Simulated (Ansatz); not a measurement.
[SiF5]- (SiF5⁻), relaxed as a singlet with RKS PBE0-D4/def2-SVPD in Ansatz, starting from the GFN2-xTB geometry. Force threshold 0.02 eV/Å.

Start:

```xyz
6

Si    0.000    0.004   -0.001
F     0.573   -0.261   -1.530
F    -0.581    0.287    1.522
F    -1.274    0.806   -0.626
F     1.385    0.764    0.388
F    -0.103   -1.600    0.247
```

(1) Estimate the energy that the relaxation releases and the steps that it takes.

(2) Does the start keep its bonding and symmetry?

(3) Predict the relaxed structure.

## Answers

(1) 0.07 eV, in 4 steps; 7 s on 4 threads of Intel Xeon on a shared host. No frequencies were taken in this run, so the end may be a saddle point.

(2) By distances, no bond broke or formed. The bond that changes most is Si1–F3, from 1.65 to 1.69 Å (atoms count from 1). Point group Cs at the start, D3h at the end, both within 0.05 Å.

(3) 
```csv
atom,x (Å),y (Å),z (Å)
Si1,0.000,0.000,0.000
F2,0.589,-0.278,-1.557
F3,-0.589,0.280,1.557
F4,-1.282,0.831,-0.634
F5,1.397,0.798,0.385
F6,-0.114,-1.631,0.249
```
Bond lengths: 5 × F–Si 1.65 to 1.69 Å.
